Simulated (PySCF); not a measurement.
Compound: C₅H₅GaO₂.
Atom-mapped SMILES: `[CH:1]#[C:2][Ga@H-:3]1[O:4][CH:5]=[CH:6][CH:7]=[O+:8]1` (hydrogens: H9 on C1; H10 on Ga3; H11 on C5; H12 on C6; H13 on C7)

Geometry (PBE0-D3(BJ)/def2-SVP, Å), atoms numbered from 1 in this order:
```
atom  x, y, z in Å
C1     3.3428   -0.3207   -0.6325
C2     2.3696    0.1262   -0.0502
Ga3    0.8495    0.8490    0.8765
O4    -0.4051    1.4160   -0.5050
C5    -1.4055    0.7458   -0.8911
C6    -1.8642   -0.4626   -0.3591
C7    -1.2663   -1.0802    0.7426
O8    -0.2476   -0.6823    1.3773
H9     4.2036   -0.7125   -1.1454
H10    0.8563    1.8857    2.0302
H11   -1.9702    1.1843   -1.7338
H12   -2.7457   -0.9257   -0.8021
H13   -1.7242   -2.0117    1.1220
```

Level: CAM-B3LYP/def2-SVPD in PySCF, non-relativistic, on one gas-phase PBE0-D3(BJ)/def2-SVP geometry that isn't relaxed in the solvent. The solvent is an IEF-PCM continuum (van der Waals radii × 1.2). The model holds no explicit solvent molecules, cavitation or dispersion. Spin–orbit coupling is left out although an atom past zinc is present.

Gas phase at CAM-B3LYP/def2-SVPD: HOMO -8.82 eV, LUMO -1.20 eV, dipole 3.26 D.

**Question.** What does the continuum do to the energy, the frontier levels and the dipole at CAM-B3LYP/def2-SVPD in chloroform and dimethylsulfoxide?

**Answer.** 
```
          solvent      ε  E(solvent) − E(gas) (kcal/mol)  polarisation term (kcal/mol)  distortion of the solute (kcal/mol)  HOMO (eV)  LUMO (eV)  dipole (D)
       chloroform  4.711                           -4.85                         -5.38                                 0.53      -8.65      -0.99        3.93
dimethylsulfoxide  46.83                           -6.83                         -7.92                                 1.09      -8.61      -0.94        4.20
```

Polarisation term: ½ Σ q·V over the induced surface charges. Distortion: the rise of the solute's own energy as its density leaves the gas-phase optimum. From chloroform to dimethylsulfoxide the lowering changes by a factor 1.41, Onsager's factor (ε − 1)/(2ε + 1) by 1.36 and ε itself by 9.9.

**Question.** Which radius a makes the point-dipole formula ΔE = −[(ε − 1)/(2ε + 1)]·μ²/a³ give the value in dimethylsulfoxide, with the gas-phase dipole?

**Answer.** μ = 1.284 au and |ΔE| = 0.01089 Eh give a = 2.22 Å; the farthest nucleus lies 4.42 Å from the centroid of the nuclei, so such a sphere wouldn't even hold the nuclei. The formula assumes a rigid point dipole at the centre of a sphere.

**Question.** Give the dipole vector in the frame of the coordinates (D, pointing from negative to positive charge), gas and dimethylsulfoxide.

**Answer.** Gas (-2.72, -1.31, -1.24), solvent (-3.48, -1.70, -1.62). Its length changes by +29 % and its direction by less than 1°.

**Question.** How does the static polarisability (CAM-B3LYP/def2-SVPD, frozen core, with the continuum's full static response) change?

**Answer.** 
```json
{"medium": "gas", "isotropic (au)": "88.6", "principal values (au)": "78.7, 85.9, 101.2", "⟨r²⟩ of the electrons (bohr²)": "1199.7"}
{"medium": "chloroform", "isotropic (au)": "109.0", "principal values (au)": "97.2, 110.6, 119.3", "⟨r²⟩ of the electrons (bohr²)": "1198.1"}
{"medium": "dimethylsulfoxide", "isotropic (au)": "119.1", "principal values (au)": "106.8, 123.9, 126.5", "⟨r²⟩ of the electrons (bohr²)": "1197.3"}
```

The isotropic value in dimethylsulfoxide is 1.34 times the gas-phase one; no cavity-field correction is applied. ⟨r²⟩ is taken about the centre of nuclear charge.
